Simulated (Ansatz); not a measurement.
`FCBCl` and `[SiH3]NCBCl` differ in one atom or group.

Ansatz, PBE0-D4/def2-TZVP geometries, multiplicity 1. Each molecule was computed in one conformer, which needn't be the lowest.

| property | `FCBCl` |
| --- | --- |
| HOMO–LUMO gap (ωB97M-V/def2-TZVPP) / eV | 11.47 |
| HOMO energy (PBE/def2-TZVPP) / eV | -7.17 |
| HOMO–LUMO gap (PBE0/def2-TZVPP) / eV | 7.11 |
| LUMO energy (B3LYP/def2-TZVPP) / eV | -1.73 |
| LUMO energy (ωB97M-V/def2-TZVPP) / eV | 0.53 |
| LUMO energy (PBE/def2-TZVPP) / eV | -2.50 |

Q: Give the same properties after the change, and the shifts. (Estimate.)

A: Computed: 
```
                               property  `[SiH3]NCBCl`  shift
HOMO–LUMO gap (ωB97M-V/def2-TZVPP) / eV          10.00  -1.47
      HOMO energy (PBE/def2-TZVPP) / eV          -5.67   1.50
   HOMO–LUMO gap (PBE0/def2-TZVPP) / eV           5.66  -1.45
    LUMO energy (B3LYP/def2-TZVPP) / eV          -1.58   0.15
  LUMO energy (ωB97M-V/def2-TZVPP) / eV           0.63   0.10
      LUMO energy (PBE/def2-TZVPP) / eV          -2.37   0.13
```

With PBE0 the HOMO rises by 1.59 eV and the LUMO rises by 0.14 eV, so the gap narrows by about 1.45 eV. PBE moves the HOMO by 1.50 eV and ωB97M-V by 1.57 eV.

B3LYP here is the variant with VWN-RPA as its local correlation; programs differ in this.
